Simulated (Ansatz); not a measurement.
Calculated with Ansatz (gas phase, PBE0-D4/def2-TZVP geometries, no zero-point term in ΔE). CBS: MP2 limit from def2 TZ/QZ plus the TZ coupled-cluster correction, frozen cores. Functionals use def2-TZVPP. B3LYP here is the variant with VWN-RPA as its local correlation; programs differ in this. HSE06 is defined as in plane-wave codes. For Ge outer-core shells are correlated without core-valence functions, which leaves a few kJ/mol of doubt a bond. Scalar relativity is left out up to krypton. One conformer a species, not always the lowest.

Consider the substitution at a C–Ge bond: `[CH3][Ge]([F])([F])[F]` + `[OH][Al]([OH])[OH]` → `C[O][Al]([OH])[OH]` + `[F][GeH]([F])[F]`.

```csv
level,ΔE (kcal/mol),difference from CCSD(T)/CBS
PBE-D4,27.1,-2.1
r2SCAN-D4,27.9,-1.3
B97M-V,26.7,-2.5
B3LYP-D4,26.2,-3.0
HSE06-D4,27.5,-1.7
CAM-B3LYP-D4,26.1,-3.1
PBE,26.9,-2.3
r2SCANh,28.1,-1.1
HSE06,27.4,-1.8
RPA@PBE/def2-TZVPP,26.1,-3.1
HF/def2-TZVPP,24.3,-4.9
CCSD(T)/def2-TZVPP,28.1,-1.1
HF/def2-QZVPP,24.0,-5.2
HF/CBS(def2),23.9,-5.3
MP2/CBS(def2),30.8,1.6
CCSD/CBS(def2),29.0,-0.2
CCSD(T)/CBS,29.2,0
```

Largest T1 diagnostic among the species: 0.012.

In def2-TZVPP, CCSD(T) changes the Hartree–Fock value by +3.8 kcal/mol (the triples alone add +0.3 kcal/mol) and MP2 by +5.4 kcal/mol. At CCSD(T), def2-SVP lies −6.7 kcal/mol from the extrapolated value and def2-TZVPP −1.1 kcal/mol. Leaving LDA and LC-ωPBE aside and taking each functional with its dispersion term where it has one, the values, not all of them listed here, spread over 2.7 kcal/mol, from BLYP-D4 to PBE-QIDH.
